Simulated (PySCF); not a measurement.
Start geometry of `[PH2][GeH2][Cl]` from GFN2-xTB (Å):
```
atom  x, y, z in Å
P1     1.5106   -0.6234    0.3018
Ge2   -0.7772   -0.2082    0.0322
Cl3   -1.1942    1.7451   -0.6972
H4     1.8055   -0.0725   -0.9635
H5     1.6782    0.6273    0.9034
H6    -1.4390   -1.1473   -0.9535
H7    -1.5499   -0.3502    1.3269
```

Problem. What comes out of this run: PBE0-D3(BJ)/def2-SVP geometry optimisation, gas phase in PySCF 2.14.0?

Solution. 
```
atom  x, y, z in Å
P1     1.2419   -0.3450    0.0757
Ge2   -1.0582   -0.1734   -0.0900
Cl3   -1.6623    1.7989   -0.7654
H4     1.4526    0.2015   -1.2268
H5     1.3667    0.9207    0.7253
H6    -1.5905   -1.1809   -1.1217
H7    -1.7095   -0.3814    1.2864
```

The energy falls by 1.8 kcal/mol over 7 energy and gradient evaluations, the largest force component goes from 0.0157 to 3.5e-04 Eh/bohr, and the atoms move by 0.056 Å rms after alignment. The bond that changes most is Ge2–Cl3 (ends: germanium bonded to Cl, P and 2 H; chlorine bonded to Ge), which lengthens by 0.044 Å. Bonds longer at the end by more than 0.005 Å: 5 of 6; shorter: 1. Among the angles that change most is H6–Ge2–H7, from 106.0° to 111.4°. Rotational constants go from 7644, 2120, 1716 to 7257, 2145, 1717 MHz. The orientation of the end geometry is arbitrary; only internal coordinates are fixed.

The run used 88 basis functions and 37 SCF cycles in all.

Stationary, but not proved a minimum. One conformer, not necessarily the lowest.
